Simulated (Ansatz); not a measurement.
dilithium (Li₂), singlet, at a GFN2-xTB geometry (such geometries of metal compounds can be far from the true shape); Ansatz (an electronic-structure program) with B3LYP/cc-pVDZ.

Ansatz was given this input:
Ansatz 0.2 input:
```yaml
crystal:
  periodic: [false, false, false]
  atoms:
    - {symbol: Li, position_ang: [-0.00000000, -0.00000000, -1.14955939]}
    - {symbol: Li, position_ang: [0.00000000, 0.00000000, 1.14955939]}
basis:
  gaussian:
    orbitals: cc-pVDZ
hamiltonian:
  xc: b3lyp
```

Output, abridged:

```
Functional definition: B3LYP
250 factors; their error is unknown
mean field evaluation 1: about -408.3225 eV, gradient 3.5e0 eV
mean field evaluation 2: about -408.4235 eV, gradient 1.4e0 eV
mean field evaluation 4: about -408.4288 eV, gradient 4.4e-2 eV
mean field evaluation 8: about -408.4288 eV, gradient 2.1e-5 eV
mean field -408.42884197 eV, -15.0094830995 hartree, gradient 2.3e-5 eV, S^2 0.000000; 0 other end points of the search recorded, 0 dependent functions left out
reference -408.42901029 eV, -15.0094892850 hartree; 3, 3 occupied and 25, 25 virtual orbitals, 250 factors
Total energy: -408.42901029 eV, -15.0094892850 hartree
```
